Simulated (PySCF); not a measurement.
An unknown is described by computed data only.

Elements present: C, H, N and O. Monoisotopic mass: 123.0433 u.

- UV, strongest line: among the 8 lowest singlet transitions: S6 at 5.35 eV (232 nm, f = 0.081) [TDDFT CAM-B3LYP/def2-SVPD]
- Rotational structure: rotational constants A, B, C: 3.165, 1.540, 1.042 GHz [GFN2-xTB]
- 13C NMR: chemical shifts (computed TMS as zero) by class: 206.3 (1 C), 158.0 (1 C), 150.3 (1 C), 136.6 (1 C), 19.6 (1 C) ppm [GIAO PBE0/pcSseg-1]
- Dipole: 3.55 D [CAM-B3LYP/def2-SVPD]
- Polarisability: 78.8 au [CAM-B3LYP/def2-SVPD]
- Triplet: lowest triplet excitation (Tamm–Dancoff): 2.64 eV [TDA CAM-B3LYP/def2-SVPD]
- NMR, other nuclei: isotropic shieldings of nuclei other than C and H, by class: -254 (1 N), -187 (1 N), -174 (1 N), -414 (1 O) ppm [GIAO PBE0/pcSseg-1]

Electronic properties: PySCF, gas phase, density fitting. Levels stand in brackets. Isolated species at its GFN2-xTB geometry (one conformer only). Each NMR value is the plain mean over a class of atoms that symmetry, rotation or inversion makes alike.

Q: Which formula fits the mass and the elements?

A: C5H5N3O (calculated 123.0433). No other formula that holds each of these elements comes within 0.0003 u with a fitting electron parity and a possible valence count.

Q: Give a SMILES that accounts for the data.

A: Numbering: `[CH3:1][c:2]1[cH:3][n:4][n:5][n:6][c:7]1[CH:8]=[O:9]`. Its formula, C5H5N3O, gives 5 degrees of unsaturation: 1 ring and 4 π bonds in the structure found (Kekulé form). 5 carbons fall into 5 classes; from least to most shielded: aldehyde carbon [C8] (206.3 ppm), aromatic CH next to a ring nitrogen [C3] (158.0 ppm), substituted aromatic carbon [C7] (150.3 ppm), substituted aromatic carbon [C2] (136.6 ppm), benzylic-type carbon [C1] (19.6 ppm). The other shieldings belong to: -254 ppm, pyridine-type nitrogen [N5]; -187 ppm, pyridine-type nitrogen [N4]; -174 ppm, pyridine-type nitrogen [N6]; -414 ppm, aldehyde oxygen [O9]. The optimised geometry has point group Cs and is an asymmetric top. Structure: `Cc1cnnnc1C=O`. Computed isomers that give other values at the same levels: `Cc1cc(C=O)nnn1` (13C chemical shifts (computed TMS as zero) by class: 202.7 (1 C), 165.4 (1 C), 151.5 (1 C), 119.0 (1 C), 24.8 (1 C) ppm); `Cc1nncc(C=O)n1` (13C chemical shifts (computed TMS as zero) by class: 205.3 (1 C), 171.7 (1 C), 144.3 (1 C), 142.8 (1 C), 25.9 (1 C) ppm); `CC(=O)c1cnncn1` (13C chemical shifts (computed TMS as zero) by class: 210.0 (1 C), 161.8 (1 C), 148.4 (1 C), 145.4 (1 C), 28.9 (1 C) ppm). The assignments are read from this structure; whether some other isomer fits the data as well wasn't checked.

Conformer computed: `[CH3:1][c:2]1[cH:3][n:4][n:5][n:6][c:7]1[CH:8]=[O:9]`: N6–C7–C8–O9 180°.
